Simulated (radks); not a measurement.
The ruthenium ion Ru3+, [Kr] 4d5. All-electron calculation, non-relativistic Kohn-Sham, exchange-only B88, spin-polarised, spherical densities, point nucleus. Program: a radial shooting solver on a logarithmic mesh with Libxc functionals. Every spin shell is full or empty, so the densities are truly spherical. Functionals are evaluated on that one density, not self-consistently. Rank these orbital-free kinetic functionals by their error against the exact value of the orbitals, and give that value: Thomas-Fermi, von Weizsacker, TF + vW/9, TF + vW/5, LC94, APBEK, revAPBEK, Perdew 92, Thakkar, Pearson, LKT, PG1, DePristo-Kress, Ernzerhof.

Answer. Exact: 4439.75 hartree. From best to worst, with 100 (|E| - |E exact|)/|E exact| (equal figures are ties): DePristo-Kress -0.06, LC94 +0.08, APBEK +0.14, revAPBEK +0.33, Ernzerhof -0.37, Thakkar -0.51, Perdew 92 -0.66, TF + vW/9 -0.67, Pearson -0.95, TF + vW/5 +3.19, Thomas-Fermi -5.49, PG1 +15.91, LKT +20.20, von Weizsacker -56.60.
